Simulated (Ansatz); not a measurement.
## Reading a saddle point

A first-order saddle point of SiH$_{4}$SOF$_{2}$, closed shell, PBE0-D4/def2-TZVP, with one imaginary mode of 632i cm⁻¹:

```xyz
9
angstrom
Si -0.5190 0.4948 0.3786
O 0.6701 -0.8147 0.5657
F -1.9946 -0.0101 0.0640
F -0.6606 0.5990 1.9892
H -0.0926 1.8712 0.1013
H 0.6888 -1.0785 -0.5143
S 0.0739 -0.1896 -1.9086
H 0.6422 -1.4230 1.3166
H 1.1919 0.5508 -1.9923
```

Program: Ansatz 0.2.0. Basis: def2-TZVPP and def2-QZVPP. Cores are frozen in the correlated methods. Extrapolation: Hartree–Fock as exp(−7.88 √X), correlation as X^−2.97.

Q: Which contacts change along the imaginary mode, and what lies on either side? (A judgement: the text doesn't fix the answer.)

A: The calculation gives: The step is SiH₂OF₂ ([OH][SiH]([F])[F]) + H₂S → SiH₂SF₂ ([F][SiH]([F])[SH]) + H₂O, with the molecules in contact on both sides. Shortening one way: Si1–S7, O2–H6; lengthening the same way: Si1–O2, H6–S7.
| pair | one side (Å) | saddle (Å) | other side (Å) |
| --- | --- | --- | --- |
| Si1–S7 | 3.82 | 2.46 | 2.10 |
| O2–H6 | 2.47 | 1.11 | 0.96 |
| Si1–O2 | 1.62 | 1.78 | 2.89 |
| H6–S7 | 1.34 | 1.76 | 3.54 |

Q: Which side is lower, and how far does the saddle lie above each? (To be estimated.)

A: By the calculation: The side with Si1–O2, H6–S7 short is lower by 0.518 eV; the saddle lies 1.489 eV above it and 0.971 eV above the other (CCSD(T) at an estimated basis limit (MP2 extrapolated from triple and quadruple zeta, plus CCSD(T) − MP2 in triple zeta); electronic energies).

No T1 diagnostic of these runs exceeds 0.012.

Labels in which every atom is bracketed show which atoms are joined, not bond orders.

For scale, one of the runs: CCSD(T)/def2-TZVPP, 233 basis functions, launched by `ansatz run in.yaml --threads 4 --pin off --events-out ev --progress --plain --max-ram 9574MiB`. Hardware: 4 CPU threads of an Arm Neoverse V1, shared host. Wall time 2.3 min; peak host memory 4.2 GiB.
